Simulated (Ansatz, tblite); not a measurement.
Cost and result up the ladder for ZrH₂Cl₂ (5 atoms). Charge 0, multiplicity 1. Geometry: PBE-D4/def2-TZVP.

```xyz
5

Zr    0.044   -0.003    0.061
H     1.662    0.865    0.244
H    -0.346   -0.961    1.590
Cl    0.243   -1.516   -1.693
Cl   -1.604    1.616   -0.201
```

Ansatz on 4 threads of Arm Neoverse V2 on a shared host; xTB runs through tblite on one thread. Times are rough, summed over both states, and most runs start from the orbitals of an earlier one. PBE0-D4/def2-TZVP serves as the yardstick here, not as an exact answer. The other state is a triplet.

In the def2 sets Zr takes a core potential; there is no spin–orbit coupling. The xTB rows come from tblite.

xTB has no spin-polarisation term.

```tsv
level	functions	wall time	vertical triplet (eV)	difference from PBE0-D4/def2-TZVP (eV)
GFN2-xTB	29	0.005 s	2.99	-0.65
GFN1-xTB	31	0.007 s	2.97	-0.67
PBE-D4/def2-TZVP	126	2.4 s	3.51	-0.13
PBE0-D4/def2-TZVP (with forces)	126	4.1 s	3.64	0.00
r2SCAN-D4/def2-TZVP	126	5.9 s	3.62	-0.02
```
